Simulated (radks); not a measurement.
Problem. The mean radii <r> (bohr) of the occupied orbitals of an atom or ion are listed with their occupations. All-electron calculation, scalar-relativistic Kohn-Sham, PBE, spin-polarised, spherical densities, finite nucleus; Fermi nuclear charge, rms radius of each element as measured or else 0.836 A^(1/3) + 0.57 fm. Program: a radial shooting solver on a logarithmic mesh with Libxc functionals.

| orbital | occ. | <r> |
|---|---|---|
| 1s up | 1 | 0.02507 |
| 1s down | 1 | 0.02507 |
| 2s up | 1 | 0.1074 |
| 2s down | 1 | 0.1074 |
| 2p up | 3 | 0.09423 |
| 2p down | 3 | 0.09424 |
| 3s up | 1 | 0.2851 |
| 3s down | 1 | 0.2850 |
| 3p up | 3 | 0.2830 |
| 3p down | 3 | 0.2830 |
| 3d up | 5 | 0.2597 |
| 3d down | 5 | 0.2597 |
| 4s up | 1 | 0.6492 |
| 4s down | 1 | 0.6495 |
| 4p up | 3 | 0.6855 |
| 4p down | 2 | 0.6858 |
| 4d up | 5 | 0.7501 |
| 4d down | 5 | 0.7499 |
| 5s up | 1 | 1.437 |
| 5s down | 1 | 1.438 |
| 5p up | 3 | 1.584 |
| 5p down | 1 | 1.591 |

Name the element and its charge. Open shells, if any, are filled with parallel spins first.

Solution. Z = 57, lanthanum, charge +6: La6+ in [Ar] 3d10 4s2 4p5 4d10 5s2 5p4. The 1s radius gives Z: for a bare nucleus <r> = (2 gamma + 1)/(2Z) with gamma = sqrt(1 - (Z/c)^2), 0.02473 bohr for Z = 57, and screening makes it slightly larger (0.02507 here). The occupations add up to 51, and the charge is Z minus that.
